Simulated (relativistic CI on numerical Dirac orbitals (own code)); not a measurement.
## Electric-dipole transitions in Os V

Method of calculation: Dirac-Coulomb-Breit CI, KLI orbitals optimised for each configuration, a model potential for QED, valence Slater integrals scaled by 0.85, P86 correlation energy added to each configuration (own radial code, finite nucleus).

Configurations in the expansion (outside the closed core [Kr] 4d10 4f14 5s2): 5p⁶5d⁴, 5p⁶5d³6s, 5p⁶5d³6p, 5p⁶5d³5f, 5p⁶5d³5g, 5p⁶5d²6s6p, 5p⁶5d³7s, 5p⁶5d³6d, 5p⁵5d⁵, 5p⁶5d³7p, 5p⁶5d³7d, 5p⁶5d³6f, 5p⁶5d²6s², 5p⁶5d6s²6p, 5p⁶5d5f6s², 5p⁶5d5g6s², 5p⁶5d6s²7s, 5p⁶5d6s²6d, 5p⁶5d²6p², 5p⁶5d6s6p², 5p⁶5d6p³, 5p⁶5d5f6p², 5p⁶5d5g6p², 5p⁶5d6p²7s, 5p⁶5d6p²6d. Double excitations out of closed p, d and f shells are left out; levels of such configurations are missing from the list, as are those of other unlisted configurations, and high levels can miss mixing partners.

| λ vac (Å) | Lower | Upper | A (s⁻¹) | log gf | S velocity/length |
| --- | --- | --- | --- | --- | --- |
| 613.34 | 5p⁶5d⁴ ⁵D4 [5] | 5p⁶5d³6p ³D°3 [109] | 1.71e+09 | -0.17 | 0.65 |
| 618.33 | 5p⁶5d⁴ ⁵D4 [5] | 5p⁶5d³6p ³F°3 [105] | 1.24e+09 | -0.30 | 0.67 |
| 627.03 | 5p⁶5d⁴ ¹I6 [21] | 5p⁶5d³6p ³H°6 [162] | 2.40e+09 | 0.26 | 0.70 |
| 628.09 | 5p⁶5d⁴ ³H5 [11] | 5p⁶5d³6p ³H°5 [130] | 1.58e+09 | 0.01 | 0.68 |
| 632.11 | 5p⁶5d⁴ ¹I6 [21] | 5p⁶5d³6p ³G°5 [159] | 3.05e+09 | 0.30 | 0.64 |
| 632.50 | 5p⁶5d⁴ ³G5 [19] | 5p⁶5d³6p ³F°4 [155] | 4.50e+09 | 0.39 | 0.65 |
| 632.65 | 5p⁶5d⁴ ³H6 [12] | 5p⁶5d³6p ³H°6 [132] | 2.07e+09 | 0.21 | 0.69 |
| 635.05 | 5p⁶5d⁴ ³G3 [8] | 5p⁶5d³6p ³F°2 [122] | 2.78e+09 | -0.07 | 0.61 |
| 635.52 | 5p⁶5d⁴ ³G4 [13] | 5p⁶5d³6p ³D°3 [135] | 2.09e+09 | -0.05 | 0.64 |
| 636.49 | 5p⁶5d⁴ ³H5 [11] | 5p⁶5d³6p ³F°4 [123] | 2.29e+09 | 0.10 | 0.62 |
| 636.65 | 5p⁶5d⁴ ⁵D3 [4] | 5p⁶5d³6p ⁵P°2 [92] | 1.65e+09 | -0.30 | 0.61 |
| 642.02 | 5p⁶5d⁴ ⁵D3 [4] | 5p⁶5d³6p ⁵F°3 [90] | 1.51e+09 | -0.18 | 0.69 |
| 642.59 | 5p⁶5d⁴ ⁵D2 [3] | 5p⁶5d³6p ⁵P°1 [87] | 3.92e+09 | -0.14 | 0.65 |
| 642.98 | 5p⁶5d⁴ ⁵D2 [3] | 5p⁶5d³6p ⁵D°2 [86] | 2.11e+09 | -0.18 | 0.70 |
| 643.54 | 5p⁶5d⁴ ¹G4 [22] | 5p⁶5d³6p ³F°4 [165] | 2.61e+09 | 0.16 | 0.71 |
| 645.60 | 5p⁶5d⁴ ³H5 [11] | 5p⁶5d³6p ³G°4 [118] | 1.66e+09 | -0.03 | 0.60 |
| 646.16 | 5p⁶5d⁴ ¹I6 [21] | 5p⁶5d³6p ¹H°5 [151] | 3.52e+09 | 0.38 | 0.62 |
| 649.40 | 5p⁶5d⁴ ³F4 [15] | 5p⁶5d³6p ¹G°4 [133] | 1.69e+09 | -0.02 | 0.68 |
| 649.66 | 5p⁶5d⁴ ³H6 [12] | 5p⁶5d³6p ³G°5 [121] | 6.76e+09 | 0.67 | 0.61 |
| 654.66 | 5p⁶5d⁴ ³G4 [13] | 5p⁶5d³6p ³F°4 [123] | 1.49e+09 | -0.06 | 0.65 |
| 660.57 | 5p⁶5d⁴ ³G5 [19] | 5p⁶5d³6p ³G°5 [140] | 2.23e+09 | 0.20 | 0.66 |
| 661.23 | 5p⁶5d⁴ ¹F3 [25] | 5p⁶5d³6p ¹D°2 [161] | 5.00e+09 | 0.21 | 0.64 |
| 661.86 | 5p⁶5d⁴ ³H5 [11] | 5p⁶5d³6p ³H°5 [112] | 1.83e+09 | 0.12 | 0.63 |
| 662.76 | 5p⁶5d⁴ ³F4 [15] | 5p⁶5d³6p ³F°3 [124] | 1.93e+09 | -0.05 | 0.61 |
| 663.24 | 5p⁶5d⁴ ³H4 [7] | 5p⁶5d³6p ³G°3 [100] | 2.58e+09 | 0.08 | 0.61 |
| 663.44 | 5p⁶5d⁴ ³H5 [11] | 5p⁶5d³6p ³G°4 [110] | 1.46e+09 | -0.06 | 0.63 |
| 664.30 | 5p⁶5d⁴ ³G4 [13] | 5p⁶5d³6p ³G°4 [118] | 1.45e+09 | -0.06 | 0.64 |
| 665.31 | 5p⁶5d⁴ ³H4 [7] | 5p⁶5d³6p ³H°4 [98] | 2.89e+09 | 0.24 | 0.62 |
| 665.36 | 5p⁶5d⁴ ⁵D3 [4] | 5p⁶5d³6p ⁵D°4 [83] | 1.16e+09 | -0.16 | 0.65 |
| 670.17 | 5p⁶5d⁴ ¹I6 [21] | 5p⁶5d³6p ³G°5 [140] | 2.09e+09 | 0.19 | 0.55 |
| 671.12 | 5p⁶5d⁴ ⁵D2 [3] | 5p⁶5d³6p ⁵F°3 [78] | 1.90e+09 | -0.05 | 0.64 |
| 672.55 | 5p⁶5d⁴ ³H6 [12] | 5p⁶5d³6p ³H°6 [111] | 1.63e+09 | 0.16 | 0.62 |
| 674.52 | 5p⁶5d⁴ ⁵D4 [5] | 5p⁶5d³6p ⁵D°4 [83] | 2.15e+09 | 0.12 | 0.62 |
| 683.38 | 5p⁶5d⁴ ⁵D1 [2] | 5p⁶5d³6p ³D°2 [76] | 1.46e+09 | -0.29 | 0.64 |
| 687.40 | 5p⁶5d⁴ ⁵D0 [1] | 5p⁶5d³6p ³D°1 [74] | 1.88e+09 | -0.40 | 0.64 |
| 1191.5 | 5p⁶5d³6s ⁵F4 [37] | 5p⁶5d³6p ⁵G°5 [99] | 1.34e+09 | 0.50 | 0.99 |
| 1203.3 | 5p⁶5d³6s ³H5 [48] | 5p⁶5d³6p ³H°6 [132] | 1.84e+09 | 0.71 | 1.07 |
| 1203.7 | 5p⁶5d³6s ³D3 [71] | 5p⁶5d³6p ³F°4 [185] | 1.92e+09 | 0.57 | 1.01 |
| 1207.2 | 5p⁶5d³6s ³H6 [54] | 5p⁶5d³6p ³I°7 [150] | 2.12e+09 | 0.84 | 1.08 |
| 1221.6 | 5p⁶5d³6s ⁵F5 [38] | 5p⁶5d³6p ⁵G°6 [103] | 1.76e+09 | 0.71 | 1.01 |
| 1227.3 | 5p⁶5d³6s ³D3 [58] | 5p⁶5d³6p ³F°4 [155] | 1.61e+09 | 0.51 | 1.03 |
| 1239.8 | 5p⁶5d³6s ¹H5 [60] | 5p⁶5d³6p ³H°6 [162] | 1.51e+09 | 0.66 | 1.11 |
| 1287.7 | 5p⁶5d³6s ³H5 [55] | 5p⁶5d³6p ³H°6 [145] | 1.19e+09 | 0.59 | 1.06 |
| 1316.9 | 5p⁶5d³6s ¹H5 [60] | 5p⁶5d³6p ¹H°5 [151] | 1.13e+09 | 0.51 | 0.98 |
| 1421.1 | 5p⁶5d³6s ⁵F5 [38] | 5p⁶5d³6p ⁵D°4 [83] | 8.28e+08 | 0.35 | 0.79 |

Terms are leading LS components. Brackets give the number of a level in order of energy, since labels repeat. The list gives strong lines, with weight on those to low levels, among the lowest 200 of 2762 levels, so that lines to higher ones, which can be the strongest, are missing. Levels whose partners in the same complex of configurations lie outside the list can be far off, and so can their lines. Rates are taken at the computed energies, electric ones in the length gauge. A velocity-to-length ratio far from 1 marks an uncertain rate.

At this charge configurations can still be misplaced by up to about 7 % of their energy. Levels and lines within the n = 5 or 6 shells can be off by up to 10 % or somewhat more, and those that change n by about 2 %, since core polarisation is missing. 30 of the 56 excited levels that our extract of the measured tables holds in this range could be paired (the sources list more); they are missed by 2507 cm⁻¹ on average and 4758 at most, and levels without a partner can miss by more. Some levels of the ground configuration have no partner and can miss by 10 % or more.

LS names give the leading component of a level, which can be under half, so a name can repeat, a term be missing and a line seem to break the LS rules.
